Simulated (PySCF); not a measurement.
## Ionisation energy of Ni(26+) by level of theory

Ni(26+) 1s2 (1S) → Ni(27+) 1s1 (2S), as a difference of total energies. Computed with PySCF 2.14 in an even-tempered Gaussian basis (15 s from 30 bohr⁻², ratio 2.2; 7 p from 46 bohr⁻², ratio 2.4; 4 d from 140 bohr⁻², ratio 2.4; 3 f from 210 bohr⁻², ratio 2.4; 3 g from 310 bohr⁻², ratio 2.4), with no relativity, point nucleus. Correlated levels: nothing frozen; virtual orbitals above 40 to 60 times the deepest correlated orbital energy dropped. The calculations carry no spin-orbit coupling.

```tsv
method	ionisation energy (eV)
UHF	10193.7
MP2 (all electrons)	10194.9
SCS-MP2 (all electrons)	10195.2
CCSD (all electrons)	10194.9
```

These non-relativistic numbers lack the scalar-relativistic shift.

With two correlated electrons CCSD is exact in that space.

For comparison: 10288.9 eV (theoretical estimate listed by NIST; NIST Atomic Spectra Database, ionization energies).
